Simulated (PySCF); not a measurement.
C₆ coefficients of unlike pairs at UHF

Calculated with PySCF 2.14 from the dipole response of each species, C₆(A,B) = (3/π) ∫ α_A(iu) α_B(iu) du, in atomic units, from isotropic polarisabilities. For ions this is the dispersion term alone; charge-induced terms of lower order in 1/R come first.

| species | configuration | basis | relativity | α (bohr³) | C₆ (like pair) |
| --- | --- | --- | --- | --- | --- |
| F | [He] 2s2 2p5 (2P) | dyall-av3z (15s9p3d2f) | spin-free X2C | 3.071 | 8.027 |
| C²⁺ | [He] 2s2 (1S) | aug-cc-pwCVQZ (9s8p6d4f2g) | none | 4.508 | 7.110 |
| S²⁺ | [Ne] 3s2 3p2 (3P) | aug-cc-pwCVTZ (8s7p5d3f) | none | 7.504 | 27.34 |
| Si | [Ne] 3s2 3p2 (3P) | aug-cc-pVQZ-DK (7s6p4d3f2g) | spin-free X2C | 38.47 | 315.7 |

Q: Estimate C₆ for S²⁺ with F.

A: The integral gives 14.23. The combination rule 2 C_A C_B / (C_A α_B/α_A + C_B α_A/α_B) gives 14.25 and the geometric mean 14.81.

No spin-orbit coupling is included.

The other pairs:

```tsv
pair	C₆
Si, F	40.78
Si, S²⁺	86.22
C²⁺, F	6.916
S²⁺, C²⁺	13.79
Si, C²⁺	46.06
```
